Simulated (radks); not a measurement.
The numbers below are computed, except where a source is named.
Problem. Mean orbital radii <r> (bohr) of the strontium ion Sr2+, [Kr], of relativity; Dirac values are averaged over j with weights 2j + 1. Spin-unpolarised spherical Kohn-Sham, PBE, point nucleus unless stated (finite: rms radius 4.224 fm), a radial shooting solver on a logarithmic mesh with Libxc functionals. A level marked "c x" has the speed of light scaled by that factor and shares open shells by 2j + 1; other Dirac levels either fill j = l - 1/2 first or share by 2j + 1.

| shell | non-rel. |
|---|---|
| 1s | 0.04018 |
| 2s | 0.1770 |
| 2p | 0.1523 |
| 3s | 0.5034 |
| 3p | 0.5033 |
| 3d | 0.4967 |
| 4s | 1.379 |
| 4p | 1.556 |
| 4d (empty) | 2.395 |
| 5s (empty) | 3.548 |

Give the values at the level "Dirac, 2j+1 shares, finite nucleus".

Solution. 
shell       Dirac, 2j+1 shares, finite nucleus  change of magnitude (%)
1s                                     0.03916                    -2.55
2s                                      0.1722                    -2.72
2p                                      0.1503                    -1.31
3s                                      0.4918                    -2.29
3p                                      0.4983                    -1.00
3d                                      0.4982                    +0.32
4s                                       1.352                    -1.92
4p                                       1.548                    -0.48
4d (empty)                               2.431                    +1.51
5s (empty)                               3.499                    -1.38
